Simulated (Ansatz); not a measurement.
Ansatz (an electronic-structure program) input (B3LYP/LANL2DZ): The .json file is the Basis Set Exchange's LANL2DZ.

Ansatz 0.2 input:
```yaml
crystal:
  periodic: [false, false, false]
  atoms:
    - {symbol: Hg, position_ang: [-0.00000000, -0.00000000, -0.43084330]}
    - {symbol: Cl, position_ang: [0.00000000, 0.00000000, 2.02749787]}
basis:
  gaussian:
    orbitals: LANL2DZ.json
hamiltonian:
  xc: {name: B3LYP}
magnetization: {spin_polarized: true, initial_magnetization: 1}
relax: {f_tol: 0.003, max_steps: 120}
```

From the last part of the output:

```
WARN ansatz: RAYON_NUM_THREADS=1 ignored (pool sized by the plan → 1); use --threads N
Functional definition: B3LYP
integrals: 0.01 GiB planned
431 factors; integrals over basis functions are off by at most 7.7e-5 eV
mean field: 0.10 GiB planned
mean field evaluation 1: about -1569.3194 eV, gradient 1.1e1 eV
mean field evaluation 2: about -1566.6124 eV, gradient 2.2e1 eV
mean field evaluation 4: about -1570.5298 eV, gradient 4.0e-1 eV
mean field evaluation 8: about -1570.5636 eV, gradient 2.0e-2 eV
mean field -1570.56359997 eV, -57.7171477327 hartree, gradient 2.7e-5 eV, S^2 0.753057; 0 other end points of the search recorded, 0 dependent functions left out
the calculation of the forces begins
reference -1570.56378983 eV, -57.7171547098 hartree; 10, 9 occupied and 16, 17 virtual orbitals, 431 factors
relax step   1: F+E_penalty+E_count = -1570.56359997 eV  Δ(F+E_penalty+E_count) = +0.000e0 eV  max|allowed force component| = 1.217e0 eV/Å  Δτ_max = 0.0000 Å  (25 SCF iters, accepted)
these checks for a lower state are left out or cut short: starts, cluster_reference, orbital_swaps, neighbouring_geometries, increment
integrals: 0.01 GiB planned
431 factors; integrals over basis functions are off by at most 8.5e-5 eV
mean field: 0.10 GiB planned
mean field evaluation 16: about -1570.5715 eV, gradient 4.1e0 eV
mean field -1570.64468822 eV, -57.7201276708 hartree, gradient 2.3e-5 eV, S^2 0.753985; 0 other end points of the search recorded, 0 dependent functions left out
the calculation of the forces begins
reference -1570.64487774 eV, -57.7201346357 hartree; 10, 9 occupied and 16, 17 virtual orbitals, 431 factors
relax step   2: F+E_penalty+E_count = -1570.64468822 eV  Δ(F+E_penalty+E_count) = -8.109e-2 eV  max|allowed force component| = 9.783e-2 eV/Å  Δτ_max = 0.0850 Å  (29 SCF iters, accepted)
these checks for a lower state are left out or cut short: starts, cluster_reference, orbital_swaps, neighbouring_geometries, increment
integrals: 0.01 GiB planned
431 factors; integrals over basis functions are off by at most 8.3e-5 eV
mean field: 0.10 GiB planned
mean field -1570.64551885 eV, -57.7201581960 hartree, gradient 8.2e-6 eV, S^2 0.753912; 0 other end points of the search recorded, 0 dependent functions left out
the calculation of the forces begins
reference -1570.64570841 eV, -57.7201651623 hartree; 10, 9 occupied and 16, 17 virtual orbitals, 431 factors
relax step   3: F+E_penalty+E_count = -1570.64551885 eV  Δ(F+E_penalty+E_count) = -8.306e-4 eV  max|allowed force component| = 2.977e-2 eV/Å  Δτ_max = 0.0065 Å  (25 SCF iters, accepted)
these checks for a lower state are left out or cut short: starts, cluster_reference, orbital_swaps, neighbouring_geometries, increment
integrals: 0.01 GiB planned
431 factors; integrals over basis functions are off by at most 8.2e-5 eV
mean field: 0.10 GiB planned
mean field evaluation 32: about -1570.6456 eV, gradient 1.1e-1 eV
mean field -1570.64559981 eV, -57.7201611712 hartree, gradient 9.9e-6 eV, S^2 0.753882; 0 other end points of the search recorded, 0 dependent functions left out
the calculation of the forces begins
reference -1570.64578939 eV, -57.7201681381 hartree; 10, 9 occupied and 16, 17 virtual orbitals, 431 factors
relax step   4: F+E_penalty+E_count = -1570.64559981 eV  Δ(F+E_penalty+E_count) = -8.096e-5 eV  max|allowed force component| = 6.155e-4 eV/Å  Δτ_max = 0.0027 Å  (25 SCF iters, accepted)
integrals: 0.01 GiB planned
431 factors; integrals over basis functions are off by at most 8.2e-5 eV
mean field: 0.10 GiB planned
mean field -1570.64559981 eV, -57.7201611712 hartree, gradient 9.9e-6 eV, S^2 0.753882; 2 other end points of the search recorded, 0 dependent functions left out
the calculation of the forces begins
reference -1570.64578939 eV, -57.7201681381 hartree; 10, 9 occupied and 16, 17 virtual orbitals, 431 factors
Total energy: -1570.64578939 eV, -57.7201681381 hartree
Atom 0 at    -0.000000    -0.000000    -0.506713 Å, force    -0.000000    -0.000000     0.000616 eV/Å
Atom 1 at     0.000000     0.000000     2.103367 Å, force     0.000000     0.000000    -0.000616 eV/Å
Dipole moment:    -0.000000    -0.000000    -0.852458 e Å
```
